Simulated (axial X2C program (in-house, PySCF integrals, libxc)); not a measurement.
WBr⁺: properties at the nuclei

Calculated with an axial X2C code built on PySCF integrals: two-component X2C with atomic mean-field Coulomb and Gaunt terms, Gaussian nuclei, basis W dyall-cv3z, Br dyall-cv3z with contracted cores.

R = 2.293 Å (near the PBE0 minimum at charge 1 of the determinant lowest at the starting distance; the state shown can have its own minimum elsewhere).

Determinant lowest in the PBE0 search, Ω = 1 (⟨Sz⟩ = 1.97, ⟨Lz⟩ = -0.97 at PBE0), spin on the atoms W 2.04, Br -0.07:

| level | Eeff magnitude (GV/cm) | Ws magnitude W (kHz) | A∥/gI W (MHz) | qzz W (a.u.) | A∥/gI Br (MHz) | qzz Br (a.u.) |
| --- | --- | --- | --- | --- | --- | --- |
| PBE0 | 4.34 | 4.62 | 4110 | 1.22 | -331 | 2.16 |
| BP86 | 9.1 | 9.08 | 4620 | 1.90 | -342 | 2.12 |
| BHandHLYP | 2.37 | 2.54 | 3670 | 0.64 | -274 | 2.26 |
| r2SCAN | 9.24 | 9.69 | 4860 | 1.41 | -358 | 1.97 |

Eeff is the effective electric field on the electron electric dipole moment in this Ω state and Ws the scalar–pseudoscalar constant of the nucleus named (defined with the proton number Z and per Ω); A∥ (defined per Ω) follows by multiplying with gI = μI/(I μN); qzz is the electric field gradient, eQq0 = 234.96 MHz × Q/barn × qzz. The operators were transformed with the bare-nucleus X2C matrices; with these basis sets, hyperfine constants and field gradients can be off by tens of per cent, and where levels differ in sign neither size nor sign is settled.

Problem. With gI(183W) = 0.2356, gI(79Br) = 1.4043, Q(79Br) = 0.3087 barn (g factors from the IAEA table of nuclear moments by Stone; Q from Pyykkö, Mol. Phys. 2018), turn the PBE0 values of the first state into constants in MHz.

Solution. A∥(183W) = 4110 × 0.2356 = 968 MHz; A∥(79Br) = -331 × 1.4043 = -465 MHz; eQq0(79Br) = 234.96 × (0.3087) × (2.16) = 157 MHz.

Each state is one determinant with collinear spin, which with several unpaired electrons need not be a pure state. With several open shells hyperfine constants can be off by a factor of several. Where Eeff spreads by more than a factor of two the levels disagree and none is to be relied on. Open-shell Ω = 0 determinants with evenly filled partner blocks cannot be reached by this program, so the Ω shown need not be the lowest component. Left out as unconverged or as another state under the same occupation: HF in at least one table. The search compared states at one distance, so a state with another bond length can lie lower. Further determinants of the search, some of them spin-mixed, are not shown. Where a field gradient or hyperfine factor spreads by more than a factor of two over the levels, a constant derived from it is not to be relied on.
